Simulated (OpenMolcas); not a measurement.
**K: effect of the active space**

```json
{
  "Program": "OpenMolcas",
  "Method": "CASSCF",
  "Basis": "ANO-RCC-VDZP",
  "Scalar Hamiltonian": "DKH3, point nucleus",
  "Spin-orbit coupling": "RASSI with atomic mean-field integrals over the reference wave functions, term energies averaged over their components"
}
```

A. 1 electron in 4 orbitals (4s 4p); 2S+1 = 2 even, 1 root; 2S+1 = 2 odd, 3 roots; cost of the order of 6 core-seconds
B. 1 electron in 8 orbitals (4s 4p 5s 5p); 2S+1 = 2 even, 1 root; 2S+1 = 2 odd, 3 roots; cost of the order of 7 core-seconds

Energies in cm⁻¹ above 4s ²S_1/2, the measured ground level; measured values from NIST Handbook of Basic Atomic Spectroscopic Data.

```tsv
Level	A	B	Measured
4s ²S_1/2	0.0	0.0	0.0
4p ²P°_1/2	11538	11538	12985
4p ²P°_3/2	11576	11576	13043
```

Deviations, from unrounded energies. A percentage is the sum of absolute deviations over the sum of measured energies, with the sign that they share, or ± where signs differ.

```tsv
Against measurement	Levels	A	B
mean absolute deviation (cm-1)	2	1500	1500
other configurations (%)	2	-11.2	-11.2
```

A, B lie about equally close to measurement. The largest miss of A in the table is 4p ²P°_3/2, by -1500 cm-1. The ranking rests on the paired levels alone, and a cruder setting can come out closer through cancelling errors.

Between A and B no level of the table moves by more than 5 cm-1.

ANO sets are built for ground and valence states and can reach diffuse excited orbitals poorly. With one active electron the reference holds no correlation, so core polarisation is missing. With one active electron outside closed inactive shells, the extra shells (5p 5s) add no correlation to the reference (holds for B). Measured partners are found by configuration, term and J. A level has none where our copy of the source lacks it or the pairing is in doubt (some pairs that miss far off the trend of their configuration count as doubtful), and it then counts in no deviation. Only configurations of the active space appear.

° marks odd parity.
